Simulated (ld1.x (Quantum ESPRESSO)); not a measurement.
# Transferability test, ultrasoft potential for copper

```
Element                 : copper
Generator               : ld1.x (Quantum ESPRESSO) 7.5
Type                    : ultrasoft
Functional              : PBE
Relativity              : fully relativistic
Frozen core             : [Ar]
Valence charge          : 11
Reference configuration : 3d10 4s0.5 4p0 (charge +0.5)
Partial waves           : 4s (bound): rcut 1.50, rcutus 1.90 bohr; 4s channel at 2.05 Ry: rcut 1.50, rcutus 1.90 bohr; 4p (bound, empty): rcut 2.85, rcutus 3.00 bohr; 4p channel at 0.15 Ry: rcut 2.85, rcutus 3.00 bohr; 3d (bound): rcut 1.00, rcutus 1.05 bohr; 3d channel at -0.2 Ry: rcut 1.00, rcutus 1.05 bohr
Local potential         : all-electron potential smoothed inside 1.65 bohr (lloc = -1)
Core correction         : a·sin(br)/r model core inside 0.55 bohr
Augmentation charge     : PSQ, inside the norm-conserving radii
```

Open shells are filled in proportion to 2j + 1 (rel_dist='average').

Energies are relative to the spin-unpolarised reference configuration 3d10 4s0.5 4p0; without spin polarisation the order of configurations can differ from experiment.

Give the all-electron excitation energy and the error of the potential for: 3d10 4s1 4p0; 3d10 4s0 4p0; 3d9 4s0 4p0; 3d9 4s1 4p0; 3d7 4s0 4p0; 3d8 4s0 4p0; 3d9 4s2 4p0.

```json
{"valence configuration": "3d10 4s1 4p0", "charge": "0", "ΔE all-electron (eV)": "-3.162", "error AE − PS (meV)": "-1.1"}
{"valence configuration": "3d10 4s0 4p0", "charge": "+1", "ΔE all-electron (eV)": "4.986", "error AE − PS (meV)": "-1.3"}
{"valence configuration": "3d9 4s0 4p0", "charge": "+2", "ΔE all-electron (eV)": "26.319", "error AE − PS (meV)": "-68"}
{"valence configuration": "3d9 4s1 4p0", "charge": "+1", "ΔE all-electron (eV)": "8.417", "error AE − PS (meV)": "-68"}
{"valence configuration": "3d7 4s0 4p0", "charge": "+4", "ΔE all-electron (eV)": "125.047", "error AE − PS (meV)": "-2052"}
{"valence configuration": "3d8 4s0 4p0", "charge": "+3", "ΔE all-electron (eV)": "65.339", "error AE − PS (meV)": "-558"}
{"valence configuration": "3d9 4s2 4p0", "charge": "0", "ΔE all-electron (eV)": "-1.192", "error AE − PS (meV)": "-81"}
```

Levels in the configuration 3d7 4s0 4p0:

```csv
level,all-electron (eV),pseudo (eV)
3d j=3/2,-71.146,-73.344
3d j=5/2,-70.786,-73.039
```
